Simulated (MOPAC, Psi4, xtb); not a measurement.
Relaxed torsion scan: SMILES CO[SiH2][SiH2]O (CH₈O₂Si₂). Scanned: dihedral C1–O2–Si3–Si4; all other coordinates were relaxed at GFN2-xTB. Points at φ and −φ are mirror images.

Atom numbering (GFN2-xTB optimised geometry, Å):
```
13

C      2.5174    -0.0119    -0.4166
O      1.1294     0.0330    -0.4998
Si     0.0745    -0.0821     0.7350
Si    -1.8905     0.0984    -0.4010
O     -2.9288    -0.0151     0.8543
H      2.8934     0.7959     0.2155
H      2.9269     0.0971    -1.4213
H      2.8488    -0.9631     0.0065
H      0.3772     0.9559     1.7421
H      0.3183    -1.3358     1.4784
H     -2.1659     1.3542    -1.1217
H     -2.2270    -0.9501    -1.3805
H     -3.8736     0.0235     0.7319
```

Levels: PM7, restricted, heats of formation // GFN2-xTB (MOPAC); B3LYP-D3(BJ)/def2-TZVP // GFN2-xTB (Psi4); PM3, restricted, heats of formation // GFN2-xTB (MOPAC); GFN1-xTB // GFN2-xTB (xtb); PBE-D3(BJ)/def2-TZVP // GFN2-xTB (Psi4); MP2/cc-pVTZ = DF-MP2 (frozen core)/cc-pVTZ // GFN2-xTB (Psi4).

Energies in kcal/mol, each method relative to its own lowest point.

| φ / ° | PM7 | B3LYP-D3(BJ)/def2-TZVP | PM3 | GFN1-xTB | PBE-D3(BJ)/def2-TZVP | MP2/cc-pVTZ |
|---|---|---|---|---|---|---|
| -165 | 0.7 | 0.1 | 1.7 | 3.5 | 0.1 | 0.1 |
| -150 | 0.8 | 0.4 | 1.8 | 3.3 | 0.4 | 0.5 |
| -135 | 0.9 | 0.7 | 2.1 | 2.8 | 0.7 | 0.9 |
| -120 | 0.8 | 0.8 | 2.2 | 2.1 | 0.9 | 1.3 |
| -105 | 0.3 | 0.8 | 1.2 | 2.2 | 0.8 | 1.2 |
| -90 | 0.0 | 0.7 | 0.4 | 2.4 | 0.6 | 1.0 |
| -75 | 0.0 | 0.6 | 0.0 | 2.4 | 0.4 | 0.9 |
| -60 | 0.6 | 0.6 | 0.0 | 2.1 | 0.4 | 0.8 |
| -45 | 1.4 | 0.7 | 0.4 | 1.6 | 0.5 | 1.0 |
| -30 | 2.1 | 0.8 | 1.0 | 1.0 | 0.8 | 1.2 |
| -15 | 2.6 | 1.0 | 1.7 | 0.3 | 1.0 | 1.5 |
| 0 | 2.8 | 1.2 | 2.2 | 0.0 | 1.2 | 1.6 |
| 15 | 2.6 | 1.0 | 1.7 | 0.3 | 1.0 | 1.5 |
| 30 | 2.1 | 0.8 | 1.0 | 1.0 | 0.8 | 1.2 |
| 45 | 1.4 | 0.7 | 0.4 | 1.6 | 0.5 | 1.0 |
| 60 | 0.6 | 0.6 | 0.0 | 2.1 | 0.4 | 0.8 |
| 75 | 0.0 | 0.6 | 0.0 | 2.4 | 0.4 | 0.9 |
| 90 | 0.0 | 0.7 | 0.4 | 2.4 | 0.6 | 1.0 |
| 105 | 0.3 | 0.8 | 1.2 | 2.2 | 0.8 | 1.2 |
| 120 | 0.8 | 0.8 | 2.2 | 2.1 | 0.9 | 1.3 |
| 135 | 0.9 | 0.7 | 2.1 | 2.8 | 0.7 | 0.9 |
| 150 | 0.8 | 0.4 | 1.8 | 3.3 | 0.4 | 0.5 |
| 165 | 0.7 | 0.1 | 1.7 | 3.5 | 0.1 | 0.1 |
| 180 | 0.6 | 0.0 | 1.6 | 3.6 | 0.0 | 0.0 |

Root-mean-square difference from the MP2/cc-pVTZ profile, itself a level with limits, after the best constant shift (kcal/mol): PM7 0.7, B3LYP-D3(BJ)/def2-TZVP 0.1, PM3 0.9, GFN1-xTB 1.4, PBE-D3(BJ)/def2-TZVP 0.1.
